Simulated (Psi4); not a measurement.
C$_{2}$H$_{3}$O (SMILES C=C=[OH+]), charge +1, singlet, geometry from GFN2-xTB, with bond 4-1 at 1.6 times its length. Base run: B3LYP/6-311G** (Psi4).

The Psi4 input:
```
memory 2 GB

molecule {
1 1
  C    -0.01166182   -0.08945283   -1.26513497
  C    -0.00757544   -0.00008331   -0.00740794
  H     0.04865840    0.76815996   -1.92812251
  H    -0.08426422   -1.59956011   -2.12056068
  O     0.10024135    0.07934483    1.19620992
  H    -0.67812734    0.16756814    1.79347667
}

set basis 6-311g**

energy('b3lyp')
print_variables()
```

Variants of this job, named by their change:

```csv
change,ΔE vs base (µEh),SCF cycles,grid points,basis functions
base,0.0,9,130771,72
dft_nuclear_scheme = becke,1.0,9,130297,72
df_basis_scf = def2-universal-jkfit,-51.1,9,130771,72
dft_spherical_points = 110,-8.0,9,47655,72
dft_pruning_scheme = robust,0.0,9,90385,72
df_basis_scf = cc-pvqz-jkfit,-0.8,9,130771,72
guess = sapgau,0.0,10,130771,72
dft_radial_scheme = mura,-0.1,9,131685,72
df_basis_scf = cc-pvtz-jkfit,0.0,9,130771,72
dft_radial_points = 50,-0.6,9,88467,72
damping_percentage = 50,-1.5,65,130771,72
dft_pruning_scheme = treutler,-0.1,9,72961,72
d_convergence = 1e-4,0.1,8,130771,72
```
